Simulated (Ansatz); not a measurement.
Reaction (ligand exchange at the Si–S bond): `CS[SiH2]S` + `OCO` → `OCO[SiH2]S` + CH₃SH

Computed with Ansatz on PBE0-D4/def2-TZVP structures; ΔE is electronic, products minus reactants. CCSD(T)/CBS adds triple-zeta CCSD(T) − MP2 to the extrapolated MP2 energy (def2 sets, frozen cores). This one scheme is used for every species. Functionals use def2-TZVPP. One conformer a species, not always the lowest.

`CS[SiH2]S`:

Cartesian coordinates in Å:
```
C -1.692 0.305 0.098
S -0.752 -1.030 -0.695
Si 1.192 -0.191 -0.642
S 1.867 0.289 1.329
H -1.270 0.546 1.073
H -2.710 -0.060 0.227
H -1.710 1.195 -0.531
H 1.258 1.117 -1.340
H 2.055 -1.199 -1.302
H 1.762 -0.972 1.784
```

`OCO`:

```xyz
7

O     0.069    1.093    0.536
C     0.326   -0.216    0.123
O    -0.643   -0.712   -0.752
H     0.075    1.656   -0.245
H     0.385   -0.803    1.045
H     1.273   -0.296   -0.422
H    -1.485   -0.721   -0.286
```

`OCO[SiH2]S`:

Cartesian coordinates in Å:
```
O -1.569 0.563 -0.307
C -0.524 0.373 -1.213
O 0.732 0.579 -0.631
Si 1.154 -0.091 0.817
S 0.550 -2.126 1.008
H -1.619 1.497 -0.085
H -0.593 1.058 -2.063
H -0.616 -0.661 -1.558
H 0.589 0.698 1.937
H 2.632 -0.083 0.849
H -0.735 -1.808 1.245
```

CH₃SH:

Z-matrix (Å, degrees):
```
C
S 1 1.806
H 1 1.089 2 111.5
H 1 1.089 2 111.5 3 -123.8
H 1 1.090 2 106.2 3 118.1
H 2 1.342 1 97.1 3 61.9
```

| level | ΔE (eV) |
| --- | --- |
| PBE0 | -0.23 |
| CCSD/def2-TZVPP | -0.39 |

**Question.** What does CCSD(T)/CBS give? (An estimate is asked.)

**Answer.** Ansatz gave: -0.32 eV. The listed levels differ from it by 0.09, -0.07 eV.

Largest T1 diagnostic among the species: 0.012.

From PBE to PBE0 (25 % exact exchange), in def2-TZVPP and without D4, ΔE moves by −0.04 eV. In def2-TZVPP, CCSD(T) changes the Hartree–Fock value by +0.12 eV (the triples alone add +0.03 eV) and MP2 by +0.15 eV.
